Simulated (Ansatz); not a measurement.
C3H7FSn can be A, `FC1[CH2][SnH2][CH2]1`, or B, `F[CH]1C[CH2][SnH2]1`.

Calculated with Ansatz (gas phase, PBE0-D4/def2-TZVP geometries, no zero-point term in ΔE). CCSD(T)/CBS adds triple-zeta CCSD(T) − MP2 to the extrapolated MP2 energy (def2 sets, frozen cores). Functionals use def2-TZVPP. B3LYP here is the variant with VWN-RPA as its local correlation; programs differ in this. Elements past krypton have def2 core potentials. For Sn outer-core shells are correlated without core-valence functions, which leaves a few kJ/mol of doubt a bond.

(1) Which is lower in electronic energy at CCSD(T)/CBS, and by how much? (Estimate.)

(2) Give E(B) − E(A) in kcal/mol with CCSD/def2-TZVPP, HF/def2-TZVPP, B3LYP-D4, PBE-D4, B3LYP, B2PLYP, MP2/def2-TZVPP. (Best estimate.)

Largest T1 diagnostic: 0.012.

Answers

(1) Computed: A, by 8.5 kcal/mol.

(2) Ansatz gave: CCSD/def2-TZVPP 8.5, HF/def2-TZVPP 8.5, B3LYP-D4 7.0, PBE-D4 6.8, B3LYP 7.0, B2PLYP 7.8, MP2/def2-TZVPP 9.1. None reverses the order clearly.

From PBE to PBE0 (25 % exact exchange), in def2-TZVPP and without D4, E(B) − E(A) moves by +0.8 kcal/mol.
